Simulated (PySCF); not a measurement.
## Dipole response of Kr²⁺ (krypton, charge +2)

[Ar] 3d10 4s2 4p3 4d1, high-spin 5D determinant (an excited configuration). Computed with PySCF 2.14 in aug-cc-pVTZ-DK (7s6p4d2f, 59 functions), with scalar relativity by spin-free X2C-1e. Coupled (time-dependent) response in atomic units; α is the mean over directions.

| method | mean α (bohr³) | α xx, yy, zz | C₆ (like pair) | S(−4) |
| --- | --- | --- | --- | --- |
| UHF | 12.99 | 15.69, 15.69, 7.590 | 60.24 | 179.0 |
| PBE | 13.88 | 17.03, 17.03, 7.581 | 62.31 | 256.9 |
| PBE0 | 13.46 | 16.42, 16.42, 7.557 | 61.22 | 219.8 |
| M06-2X | 13.63 | 16.71, 16.71, 7.478 | 59.16 | 262.1 |

S(−4) is the Cauchy moment in α(ω) = α(0) + S(−4) ω² + …

Spin-orbit coupling is absent.

α(iu) at UHF:

| u (hartree) | α(iu) (bohr³) |
| --- | --- |
| 0 | 12.99 |
| 0.0500 | 12.58 |
| 0.100 | 11.61 |
| 0.200 | 9.619 |
| 0.300 | 8.199 |
| 0.500 | 6.292 |
| 0.750 | 4.629 |
| 1.00 | 3.453 |
| 1.50 | 2.051 |
| 2.00 | 1.334 |
| 3.00 | 0.6928 |
| 5.00 | 0.2921 |

A single London oscillator, α(iu) = α/(1 + u²/ω²), gives C₆ = (3/4) ω α². Matching the computed C₆ needs ω = 4 × 60.24 / (3 × 12.99²) = 0.476 hartree.

For an ion, C₆ is the dispersion term alone; charge-induced terms of lower order in 1/R come first.

The components differ because the open shell of this determinant is not spherical; for a pure term their mean is the scalar polarisability.

The outer electron is Rydberg-like, and this basis confines it to a smaller radius and binds it less than a complete one would.
